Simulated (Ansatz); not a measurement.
Ansatz (a quantum-chemistry and plane-wave program) input (PBE/def2-TZVP):

Ansatz 0.2 input:
```yaml
crystal:
  periodic: [false, false, false]
  atoms:
    - {symbol: C, position_ang: [-1.65691817, -0.79636213, -0.38564540]}
    - {symbol: C, position_ang: [-0.52278099, 0.04773370, 0.19469952]}
    - {symbol: C, position_ang: [-0.46619912, 1.43026824, -0.45296424]}
    - {symbol: C, position_ang: [0.80136404, -0.68756656, 0.04906601]}
    - {symbol: O, position_ang: [1.82004174, 0.05445435, 0.71634923]}
    - {symbol: H, position_ang: [-2.61685148, -0.29235873, -0.26218020]}
    - {symbol: H, position_ang: [-1.72504826, -1.77093654, 0.10270601]}
    - {symbol: H, position_ang: [-1.50946393, -0.96629567, -1.45591552]}
    - {symbol: H, position_ang: [-0.69727634, 0.17533522, 1.26861938]}
    - {symbol: H, position_ang: [-0.31107238, 1.34253724, -1.53252840]}
    - {symbol: H, position_ang: [0.35026452, 2.02193010, -0.04104718]}
    - {symbol: H, position_ang: [-1.40035727, 1.97263530, -0.29401560]}
    - {symbol: H, position_ang: [0.71345967, -1.69213926, 0.48169695]}
    - {symbol: H, position_ang: [1.04011140, -0.80010022, -1.01781706]}
    - {symbol: H, position_ang: [2.66310579, -0.39068173, 0.58875250]}
basis:
  gaussian:
    orbitals: def2-TZVP
hamiltonian:
  xc: {name: PBE}
relax: {f_tol: 0.003, max_steps: 100}
```

End of the output:

```
mean field -6352.40102892 eV, -233.4464320007 hartree, gradient 2.0e-5 eV, S^2 0.000000; 0 other end points of the search recorded, 0 dependent functions left out
the calculation of the forces begins
reference -6352.40107538 eV, -233.4464337081 hartree; 21, 21 occupied and 194, 194 virtual orbitals, 1311 factors
relax step   5: F+E_penalty+E_count = -6352.40102892 eV  Δ(F+E_penalty+E_count) = -1.506e-5 eV  max|allowed force component| = 2.241e-3 eV/Å  Δτ_max = 0.0028 Å  (32 SCF iters, accepted)
integrals: 0.13 GiB planned
1311 factors; their error is unknown
0.31 GiB of the device are held for the grids
1.15 GiB of device memory are held for the factors and their scratch space
mean field: 0.96 GiB planned
mean field evaluation 64: about -6352.4528 eV, gradient 5.2e-2 eV
mean field -6352.40102892 eV, -233.4464320007 hartree, gradient 2.0e-5 eV, S^2 0.000000; 1 other end points of the search recorded, 0 dependent functions left out
the calculation of the forces begins
reference -6352.40107538 eV, -233.4464337081 hartree; 21, 21 occupied and 194, 194 virtual orbitals, 1311 factors
Total energy: -6352.40107538 eV, -233.4464337081 hartree
Atom 0 at    -1.658267    -0.799499    -0.386103 Å, force     0.000076    -0.000278     0.000384 eV/Å
Atom 1 at    -0.523619     0.049261     0.194364 Å, force    -0.000141     0.000679    -0.000577 eV/Å
Atom 2 at    -0.467383     1.434766    -0.454322 Å, force    -0.000489     0.000443     0.000457 eV/Å
Atom 3 at     0.805282    -0.687216     0.052523 Å, force     0.001465    -0.001115    -0.001652 eV/Å
Atom 4 at     1.824685     0.057643     0.728882 Å, force    -0.002241    -0.000157     0.000707 eV/Å
Atom 5 at    -2.627172    -0.294437    -0.262939 Å, force    -0.000206    -0.000043     0.000080 eV/Å
Atom 6 at    -1.726301    -1.781742     0.105723 Å, force    -0.000072     0.000087     0.000020 eV/Å
Atom 7 at    -1.510885    -0.971741    -1.464638 Å, force     0.000227    -0.000143     0.000047 eV/Å
Atom 8 at    -0.700039     0.177911     1.277481 Å, force    -0.000572     0.000426     0.000196 eV/Å
Atom 9 at    -0.317872     1.347727    -1.543253 Å, force     0.000106    -0.000344    -0.000052 eV/Å
Atom 10 at     0.359928     2.028902    -0.044511 Å, force     0.000192    -0.000177    -0.000150 eV/Å
Atom 11 at    -1.405134     1.985803    -0.289266 Å, force     0.000407     0.000175     0.000354 eV/Å
Atom 12 at     0.711385    -1.702887     0.484338 Å, force     0.000632     0.000788     0.000242 eV/Å
Atom 13 at     1.046789    -0.799768    -1.024364 Å, force    -0.000123     0.000011     0.000174 eV/Å
Atom 14 at     2.670984    -0.396271     0.585862 Å, force     0.000739    -0.000351    -0.000230 eV/Å
Dipole moment:     0.070361    -0.244600    -0.125741 e Å
```
